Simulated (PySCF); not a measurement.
Job for PySCF: R-M06-2X/6-31G* on CH5GeNO (SMILES C[O][Ge][NH2]).

```python
from pyscf import gto, scf, dft, mp
from pyscf.data.elements import chemcore

mol = gto.M(
    atom='''
    C    -1.73638258   -0.17545550   -0.06698767
    O    -0.34326265   -0.29571275    0.13953107
    Ge    0.77637124    1.10994787   -0.08965934
    N     2.25850282    0.13934916    0.35156241
    H    -2.05591816   -0.86963928   -0.84950768
    H    -2.03532284    0.83690490   -0.36766196
    H    -2.27001854   -0.42689769    0.85404793
    H     2.21487212   -0.83790838    0.60316197
    H     3.19115858    0.51941167    0.36874357
    ''',
    basis='6-31g*',
    cart=True,
    charge=0, spin=0, verbose=3, max_memory=1800)
mf = dft.RKS(mol, xc='m062x')
mf.conv_tol = 1e-8
mf.max_cycle = 100
mf.kernel()
if not mf.converged:
    mf = mf.newton().run(mf.mo_coeff, mf.mo_occ)
```

Task: Predict the final total energy.

Result: -2247.7534 hartree.
